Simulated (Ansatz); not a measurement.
The cluster TiF3. Charge 0, multiplicity 4. Geometry PBE0-D4/def2-TZVP; atoms count from 1.

```csv
atom,x (Å),y (Å),z (Å)
Ti1,0.314,-0.174,-0.203
F2,-0.841,-0.045,1.406
F3,1.690,-0.930,-1.083
F4,-1.163,1.149,-0.121
```

In the quartet, F2 and F4 lie 1.97 Å apart (atoms count from 1), so these atoms are partly bonded to each other. At PBE0-D4/def2-TZVP a doublet of charge 0 lies 5.38 eV below the quartet, each at its own geometry. The structure comes from a short search, and lower isomers may exist.

Q: Estimate the Mulliken populations from the PBE0/def2-TZVP orbitals of Ansatz.

A: 
```json
{"atom": "Ti1", "charge (e)": "1.09", "spin (α − β)": "2.01", "d electrons": "2.33"}
{"atom": "F2", "charge (e)": "-0.29", "spin (α − β)": "0.51", "d electrons": "–"}
{"atom": "F3", "charge (e)": "-0.52", "spin (α − β)": "-0.03", "d electrons": "–"}
{"atom": "F4", "charge (e)": "-0.29", "spin (α − β)": "0.51", "d electrons": "–"}
```
Mulliken values depend strongly on the basis.

Q: Where does the spin sit?

A: Summed by element: Ti 2.01, F 0.99, of 3 unpaired in all. Largest on single atoms: Ti1 2.01, F2 0.51, F4 0.51.

Q: And the Mayer bond orders between heavy atoms (over 0.3)?

A: Ti1–F2 0.39 (1.99 Å); Ti1–F3 0.88 (1.80 Å); Ti1–F4 0.39 (1.99 Å); F2–F4 0.43 (1.97 Å).
